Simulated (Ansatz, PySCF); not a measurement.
This Ansatz (a quantum-chemistry and plane-wave program) input computes a SVWN5/def2-TZVPD energy:

Ansatz 0.2 input:
```yaml
crystal:
  periodic: [false, false, false]
  atoms:
    - {symbol: O, position_ang: [-2.09899083, 0.33409153, 0.37067787]}
    - {symbol: C, position_ang: [-0.97246418, 0.15478488, 0.17173536]}
    - {symbol: B, position_ang: [0.48534028, -0.07725049, -0.08571019]}
    - {symbol: F, position_ang: [1.22605821, 0.90572018, -0.58752276]}
    - {symbol: F, position_ang: [1.01838738, -1.26296341, 0.19115785]}
basis:
  gaussian:
    orbitals: def2-TZVPD
hamiltonian:
  xc: {name: SVWN5}
magnetization: {spin_polarized: true, initial_magnetization: 1}
output: {forces: true}
```

Q: Write an input for the same energy in PySCF and say what it gives.

A: 
```python
from pyscf import gto, scf, dft

mol = gto.M(
    atom='''
    O    -2.09899083    0.33409153    0.37067787
    C    -0.97246418    0.15478488    0.17173536
    B     0.48534028   -0.07725049   -0.08571019
    F     1.22605821    0.90572018   -0.58752276
    F     1.01838738   -1.26296341    0.19115785
    ''',
    basis='def2-tzvpd',
    charge=0,
    spin=1,
    verbose=4,
)

mf = dft.UKS(mol, xc='svwn').density_fit(auxbasis='def2-universal-jkfit')
mf.grids.level = 3
mf.conv_tol = 1e-9
mf.max_cycle = 100
mf.max_memory = 1500
mf.kernel()
if not mf.converged:
    mf = mf.newton()
    mf.kernel(mf.make_rdm1())
for _ in range(2):
    mo, _, stable, _ = mf.stability(return_status=True)
    if stable:
        break
    mf.kernel(mf.make_rdm1(mo, mf.mo_occ))
mf.analyze()
```
It gives -335.68071 Eh, and Ansatz -335.68068 Eh, a difference of 0.03 mEh, from the treatment of integrals and grids.

It need not be the lowest isomer of its formula.
